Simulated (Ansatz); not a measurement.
CH4N (SMILES C[NH]), doublet, at a GFN2-xTB geometry. Base run: PBE0/def2-SV(P) run with Ansatz (a program for electronic structure).

Ansatz was given this input:
Ansatz 0.2 input:
```yaml
crystal:
  periodic: [false, false, false]
  atoms:
    - {symbol: C, position_ang: [0.05090308, 0.60657921, 0.04088531]}
    - {symbol: N, position_ang: [0.00214245, -0.78641762, 0.06273665]}
    - {symbol: H, position_ang: [-0.95624751, 1.05804230, 0.01396982]}
    - {symbol: H, position_ang: [-0.49330169, -1.14841740, -0.75166274]}
    - {symbol: H, position_ang: [0.58554129, 0.96413175, 0.92219723]}
    - {symbol: H, position_ang: [0.54359232, 0.99169139, -0.86897269]}
basis:
  gaussian:
    orbitals: def2-SV_P_.json
hamiltonian:
  xc: pbe0
magnetization: {spin_polarized: true, initial_magnetization: 1}
```
The basis file holds def2-SV(P) in the JSON format of the Basis Set Exchange.

Each row names what was changed in the base input (with any setting that the change needs).

```tsv
change	ΔE vs base (kcal/mol)
base	0.000
final_grid = 14, 28, 59	0.000
final_grid = 10, 20, 41	0.000
point_charge = charge:1.0 position_ang:2.1568, -3.0274, 2.289	-11.15
fitting.mean_field = def2-universal-JKFIT	-0.012
lower_state_search = full	0.000
fitting.mean_field = cc-pVTZ-JKFIT	-0.018
accuracy = high	0.003
point_charge = charge:-1.0 position_ang:-1.9867, -2.8662, 2.6973	4.96
nuclear_model = gaussian	0.006
final_grid = 6, 12, 29	-0.001
```
